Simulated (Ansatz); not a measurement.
`B[SiH2][InH2]` + HBr → `B[SiH2]Br` + `[InH3]` at 600 K and 1 bar (cleavage of the Si–In bond).

Program: Ansatz. Geometries: PBE0-D4/def2-TZVP. ΔE: electronic, gas phase. CCSD(T)/CBS is the MP2 limit (def2-TZVPP, def2-QZVPP) plus CCSD(T) − MP2 in def2-TZVPP, frozen cores. Elements past krypton have def2 core potentials. For Br, In outer-core shells are correlated without core-valence functions, which leaves a few kJ/mol of doubt a bond. Scalar relativity is left out up to krypton.

```json
{"species": "`B[SiH2][InH2]`", "CCSD(T)/CBS energy (Eh)": "-507.23462", "H − E (kJ/mol)": "187.9", "S (J/(mol·K))": "433.1"}
{"species": "HBr", "CCSD(T)/CBS energy (Eh)": "-2573.91920", "H − E (kJ/mol)": "33.5", "S (J/(mol·K))": "219.1"}
{"species": "`B[SiH2]Br`", "CCSD(T)/CBS energy (Eh)": "-2889.59767", "H − E (kJ/mol)": "145.0", "S (J/(mol·K))": "386.1"}
{"species": "`[InH3]`", "CCSD(T)/CBS energy (Eh)": "-191.56739", "H − E (kJ/mol)": "71.1", "S (J/(mol·K))": "266.1"}
```

H − E and S are ideal-gas, rigid-rotor, harmonic terms from PBE0-D4/def2-TZVP. 1 Eh = 2625.50 kJ/mol, R = 8.31446 J/(mol·K).

Task: By hand: ΔE, ΔH, ΔS and ΔG.

Result: ΔE = (-2889.59767) + (-191.56739) − (-507.23462) − (-2573.91920) = -0.01124 Eh = -29.5 kJ/mol. Δ(H − E) = 145.0 + 71.1 − 187.9 − 33.5 = -5.3, so ΔH = -34.8 kJ/mol. ΔS = 386.1 + 266.1 − 433.1 − 219.1 = 0.0 J/(mol·K). ΔG = -34.8 − 600 × (0.0)/1000 = -34.8 kJ/mol.

Task: By hand: the equilibrium constant, and the temperature at which ΔG would vanish if ΔH and ΔS stayed fixed.

Result: log₁₀ K = −ΔG/(RT ln 10) = 3.0. With ΔH or ΔS at zero there is no such temperature.

The number of gas molecules stays the same, so ΔS is small and ΔH decides. A doubt of 5 kJ/mol in ΔE shifts log₁₀ K by 0.4 here. These are equilibria of isolated gas molecules and say nothing of rates. Largest T1 diagnostic: 0.015 (customary marks: 0.02 for closed shells, 0.045 for open ones).

ΔS is within the doubt of such terms, so its sign, and with it that verdict, could turn.
